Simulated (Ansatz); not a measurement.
Mulliken charges of C₂H₃FI₂ (`FC(I)CI`) from PBE/def2-TZVPP in Ansatz (PBE0-D4/def2-TZVP geometry).

```csv
atom,x (Å),y (Å),z (Å),charge (e)
F1,-1.514,-0.735,0.811,-0.145
C2,-0.735,0.174,0.157,0.038
I3,-0.545,1.929,1.389,-0.059
C4,0.591,-0.472,-0.142,-0.235
I5,1.753,0.679,-1.499,-0.030
H6,-1.260,0.507,-0.738,0.129
H7,0.409,-1.429,-0.632,0.152
H8,1.185,-0.618,0.756,0.150
```

Question: By hand: the dipole of these point charges (1 e Å = 4.8032 D).

Answer: Σ q r = (0.110, -0.155, -0.193) e Å, of length 0.271 e Å = 1.30 D.

Question: How does the dipole of the full density compare? (Best estimate.)

Answer: The calculation gave: (0.062, -0.178, -0.144) e Å, 1.14 D; the point charges give 1.14 times that, at 15° from its direction.

Point charges leave out the atoms' own dipoles, such as those of lone pairs, and Mulliken's split depends on the basis, so the close match here is no proof of good charges.
